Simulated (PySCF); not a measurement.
Job file and geometry (Å, from GFN2-xTB) of an NMR shielding run on SMILES N[Si@H](C[SiH3])COC=O, C3H11NO2Si2, GIAO PBE0/pcSseg-1 NMR shielding, non-relativistic, gas phase (PySCF); density fitting, a coarse starting grid and PySCF grid level 2 are the driver's defaults:

```
$ OMP_NUM_THREADS=1 python probes_run.py task.json out

{"job": {"kind": "nmr", "xc": "PBE0", "basis": "pcSseg-1"}, "charge": 0, "multiplicity": 1}
N     -0.550455    -1.031675     1.404536
Si     0.143483     0.114238     0.328690
C     -1.149973     0.414299    -1.030489
Si    -2.818091     1.061382    -0.418460
C      1.623368    -0.755964    -0.541330
O      2.907956    -0.333875    -0.062367
C      3.047779    -0.228923     1.227033
O      2.202897    -0.422511     2.060020
H      0.034086    -1.368889     2.155084
H     -1.484432    -0.858865     1.740275
H      0.603459     1.425512     0.815587
H     -0.745349     1.125635    -1.749657
H     -1.315018    -0.510513    -1.581992
H     -3.647514     1.453014    -1.563652
H     -3.525431     0.021058     0.334746
H     -2.625460     2.223915     0.451543
H      1.654494    -0.547429    -1.608119
H      1.550954    -1.836821    -0.406164
H      4.083442     0.065663     1.467582
```

Question: Write the output of this run.

Answer: 
```
coarse grid: 16560 points
cycle   1  E = -904.2632559222  dE =  9.256e-01  |g| = 9.337e-01  |ddm| = 3.842e+00
cycle   2  E = -903.9595378919  dE =  3.037e-01  |g| = 1.569e+00  |ddm| = 1.622e+00
cycle   3  E = -904.4165503482  dE = -4.570e-01  |g| = 2.887e-01  |ddm| = 1.129e+00
cycle   4  E = -904.4313314729  dE = -1.478e-02  |g| = 8.290e-02  |ddm| = 2.200e-01
cycle   5  E = -904.4324809505  dE = -1.149e-03  |g| = 1.839e-02  |ddm| = 5.110e-02
cycle   6  E = -904.4325415057  dE = -6.056e-05  |g| = 6.522e-03  |ddm| = 1.595e-02
cycle   7  E = -904.4325510882  dE = -9.583e-06  |g| = 1.242e-03  |ddm| = 6.146e-03
final grid: 149976 points
cycle   8  E = -904.4954852686  dE = -1.913e-05  |g| = 1.376e-02  |ddm| = 2.338e-02
cycle   9  E = -904.4954416387  dE =  4.363e-05  |g| = 2.068e-02  |ddm| = 2.103e-02
cycle  10  E = -904.4955195858  dE = -7.795e-05  |g| = 2.063e-03  |ddm| = 1.264e-02
cycle  11  E = -904.4955203353  dE = -7.495e-07  |g| = 4.425e-04  |ddm| = 1.363e-03
cycle  12  E = -904.4955203658  dE = -3.050e-08  |g| = 1.602e-04  |ddm| = 3.686e-04
cycle  13  E = -904.4955203712  dE = -5.346e-09  |g| = 3.335e-05  |ddm| = 1.462e-04
cycle  14  E = -904.4955203714  dE = -2.483e-10  |g| = 8.220e-06  |ddm| = 3.839e-05
converged SCF energy = -904.4955203714

GIAO shielding tensors (ppm)
atom      isotropic    diamagn.    paramagn.     s11        s22        s33       span
  0 N      245.637     319.916     -74.279    218.910    249.061    268.940     50.030
  1 Si     368.420     882.656    -514.236    342.281    356.279    406.698     64.417
  2 C      194.642     261.147     -66.505    182.732    196.744    204.450     21.717
  3 Si     426.867     879.743    -452.877    402.876    406.674    471.051     68.175
  4 C      122.840     258.340    -135.501     89.072    114.870    164.577     75.505
  5 O      128.538     397.043    -268.506    -49.881    194.686    240.807    290.688
  6 C       17.759     246.007    -228.248    -78.155     53.881     77.551    155.705
  7 O      -87.593     406.093    -493.686   -353.364   -201.554    292.137    645.501
  8 H       30.084      32.193      -2.109     21.684     27.136     41.432     19.748
  9 H       31.244      33.120      -1.875     22.745     29.396     41.591     18.846
 10 H       26.705      32.713      -6.008     23.289     26.272     30.555      7.267
 11 H       32.292      33.962      -1.671     26.513     30.238     40.124     13.611
 12 H       31.941      34.299      -2.358     27.267     30.067     38.490     11.223
 13 H       27.586      28.214      -0.628     23.754     25.183     33.821     10.067
 14 H       27.853      29.390      -1.537     24.001     26.919     32.639      8.638
 15 H       27.852      29.123      -1.271     24.427     26.317     32.811      8.383
 16 H       27.953      33.866      -5.913     23.685     29.062     31.111      7.426
 17 H       27.973      33.436      -5.463     23.924     28.267     31.729      7.804
 18 H       23.616      24.344      -0.728     18.925     23.373     28.550      9.625
```

Question: Turn these shieldings into chemical shifts. References, each an isolated molecule treated in the same way: 15N (σref 267.73) against NH3; 29Si (σref 349.16), 13C (σref 186.93), 1H (σref 31.72) vs TMS; 17O (σref 336.08) vs H2O.

Answer: Averaging equivalent atoms: N 0: 22.1; Si 1: -19.3; Si 3: -77.7; C 6: 169.2; C 4: 64.1; C 2: -7.7; O 7: 423.7; O 5: 207.5; H 18: 8.10; H 10: 5.01; H 13/14/15: 3.95; H 16: 3.76; H 17: 3.74; H 8/9: 1.05; H 12: -0.22; H 11: -0.57 ppm. Unscaled 17O shifts of doubly bonded oxygen tend to come out too high, by tens of ppm or more. Experimental scales use liquid or dissolved standards, which lie at an offset from isolated NH3 (liquid NH3: subtract about 20 ppm) and H2O (liquid H2O: subtract about 36 ppm).

Size and cost of the density-fitted run: 205 basis functions, 80 s wall time on 1 thread of an Arm Neoverse N1, shared host; peak memory 0.93 GiB.
